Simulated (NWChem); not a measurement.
System: CH₂F₂O₂Si; SMILES F[Si]1(F)OCO1

```xyz
8

F      0.0000    -1.2634     1.3402
Si     0.0000     0.0000     0.3706
F      0.0000     1.2634     1.3402
O     -1.1048     0.0000    -0.8671
C      0.0000     0.0000    -1.7740
O      1.1048     0.0000    -0.8671
H      0.0000    -0.9092    -2.3975
H      0.0000     0.9092    -2.3975
```
Atoms are numbered in this order, from 1.

Computed with NWChem. Medium grid unless said otherwise, to which SCAN and Minnesota functionals are sensitive. The geometry was optimised at PBE0/def2-SVP. Hybrids' shares of exact exchange are those that their runs print; pure functionals count as 0. The functionals differ in more than this share.

| row | share of exact exchange | orbital gap (eV) |
|---|---|---|
| PBE/def2-TZVP | 0.00 | 6.89 |
| B3LYP/def2-TZVP | 0.20 | 8.97 |
| PBE0/def2-TZVP | 0.25 | 9.56 |
| M06-2X/def2-TZVP | 0.54 | withheld |
| Hartree-Fock/def2-TZVP | 1.00 | 17.06 |

Problem. Fit a straight line of the last column on the one before it, predict the withheld value, and compare with the run.

Solution. 
1. Means of the 4 shown rows: x = 0.362, y = 10.620. Slope Σ(x − x̄)(y − ȳ)/Σ(x − x̄)² = 5.845/0.5769 = 10.13; intercept 6.948.
2. The shown rows scatter about the line by 0.050 (root mean square); the largest residual is +0.08, at PBE0/def2-TZVP.
3. At x = 0.54 (M06-2X/def2-TZVP; inside the shown range) the line gives 12.42.
4. The run gives 11.99, -0.43 from the line, 8.6 times the scatter.
